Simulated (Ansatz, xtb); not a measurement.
Ranking isomers of H5PSSn

3 gas-phase structures of H5PSSn, found in a search over its isomers (lower ones may exist). Each was relaxed with GFN2-xTB; where two conformers were screened, the lower at r2SCAN-D4/def2-SVP is listed:

A. `[PH3+][SnH-][SH]`, a singlet
B. a singlet given by its coordinates
C. `S[PH2+][SnH2-]`, a singlet

B (Å):

| atom | x (Å) | y (Å) | z (Å) |
| --- | --- | --- | --- |
| P | -2.0176 | -1.9652 | -0.0662 |
| S | -1.1719 | -1.8559 | -3.6542 |
| Sn | 0.2157 | -2.2393 | -1.2572 |
| H | -2.1349 | -3.2797 | 0.3516 |
| H | -1.4754 | -1.5716 | 1.1372 |
| H | 0.3911 | -0.4395 | -1.2960 |
| H | -1.0145 | -0.5431 | -3.6310 |
| H | -2.3601 | -1.7809 | -3.0749 |

Close contacts (Å): P1–Sn3 2.55, S2–Sn3 2.80, P1–H4 1.38, P1–H5 1.38, S2–H7 1.32, S2–H8 1.32, Sn3–H6 1.81.

Question: Estimate their order in r2SCAN-D4/def2-SVP energy at these geometries, lowest first.

Answer: Calculated order at r2SCAN-D4/def2-SVP: A (0.000), B (0.466), C (0.892) eV.

Energies above the lowest of each column, in eV; the last columns are at PBE0-D3(BJ)/def2-SVP geometries:

```
structure  GFN2-xTB  HF/STO-3G  r2SCAN-D4/def2-SVP  PBE0-D3(BJ)/def2-SVP  CCSD(T)/def2-TZVP
        A     0.000      0.000               0.000                 0.000              0.000
        B     0.676      0.502               0.466                 0.494              0.572
        C     0.379      0.910               0.892                 0.939              0.897
```

Every level run on A puts it lowest or level with the lowest. Some further structures that were screened fall inside this span and aren't listed. Flexible structures stand in one conformer each, not always the lowest. Atoms past krypton carry core potentials in the def2 sets, without spin–orbit terms.

Programs: Ansatz 0.2.0, xtb 6.7.1.
